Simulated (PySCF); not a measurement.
C3H6BFO2, SMILES CCC(=O)B(O)F.

Coordinates come from a r2SCAN-D4/def2-SVP optimisation. The structure was generated by enumeration, and PubChem lists no compound with its InChIKey, so it may never have been made. Other conformers were not sampled.

Two levels are set side by side: PBE/def2-TZVP (PySCF) and B3LYP/def2-TZVP (PySCF). Same geometry, gas phase. Differences are taken from unrounded values.

```csv
quantity,PBE
orbital gap (eV),2.69
highest occupied level (eV),-5.49
lowest empty level (eV),-2.80
dipole moment (D),3.29
mean polarisability (bohr³),58.0
```

Question: These are the PBE values. What does B3LYP give? (An estimate is asked for; the answer gives what the named calculation found.)

Answer: 
| quantity | B3LYP | PBE minus B3LYP |
|---|---|---|
| orbital gap (eV) | 4.87 | -2.18 |
| highest occupied level (eV) | -6.87 | 1.39 |
| lowest empty level (eV) | -2.01 | -0.79 |
| dipole moment (D) | 3.41 | -0.12 |
| mean polarisability (bohr³) | 55.5 | 2.5 |

PBE's occupied levels lie high since its potential decays too fast outside the molecule; exact exchange lowers them and widens the gap. Loosely held outer electrons make PBE densities more polarisable. Differences between two approximate levels are no errors against the true value.

Rough cost on one machine, each run with all the roots and properties that it gave: B3LYP against PBE within a factor of 2.
